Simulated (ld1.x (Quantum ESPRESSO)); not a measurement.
**Configuration tests for neon (TM semilocal)**

```json
{
  "Element": "Ne (Z = 10)",
  "Generator": "ld1.x (Quantum ESPRESSO) 7.5",
  "Type": "norm-conserving Troullier–Martins (semilocal form)",
  "Functional": "PBE",
  "Relativity": "scalar-relativistic",
  "Frozen core": "[He]",
  "Valence charge": "8",
  "Reference configuration": "2s2 2p6",
  "Partial waves": "2s (bound): rc 0.60 bohr; 3d channel at 0.1 Ry: rc 0.85 bohr; 2p (bound): rc 1.05 bohr",
  "Local potential": "the p channel",
  "Core correction": "Bessel-smoothed model core inside 0.60 bohr"
}
```

Energies are relative to the spin-unpolarised reference configuration 2s2 2p6; without spin polarisation the order of configurations can differ from experiment.

```json
{"valence configuration": "2s2 2p5", "charge": "+1", "ΔE all-electron (eV)": "22.475", "error AE − PS (meV)": "-9.7"}
{"valence configuration": "2s2 2p4", "charge": "+2", "ΔE all-electron (eV)": "65.744", "error AE − PS (meV)": "-5.3"}
{"valence configuration": "2s2 2p3", "charge": "+3", "ΔE all-electron (eV)": "133.174", "error AE − PS (meV)": "+136"}
{"valence configuration": "2s2 2p2", "charge": "+4", "ΔE all-electron (eV)": "227.803", "error AE − PS (meV)": "+671"}
{"valence configuration": "2s2 2p5.5", "charge": "+0.5", "ΔE all-electron (eV)": "8.868", "error AE − PS (meV)": "-3.2"}
```

(1) What are ΔE and the potential's error for 2s1 2p6?

Levels in the configuration 2s1 2p6:

| level | all-electron (eV) | pseudo (eV) |
| --- | --- | --- |
| 2s | -55.856 | -55.917 |
| 2p | -32.417 | -32.491 |

Results:

(1) ΔE = 45.883 eV all-electron; the error (AE − PS) is -26 meV.
